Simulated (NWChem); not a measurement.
# Correlation energy of Mg

```
Mg
```
Charge 0, spin multiplicity 1.

All runs are NWChem calculations.

Basis set: def2-TZVP. Each correlation energy counts from its own Hartree-Fock reference.

The correlated methods keep 5 core orbitals frozen. No row is a measurement; the coupled-cluster row has its own basis-set and correlation limits.

For the correlation energy, MP2 gives -21.7 mHa and CCSDT gives -32.7 mHa. What do SCS-MP2 give?

SCS-MP2: -26.1 mHa.
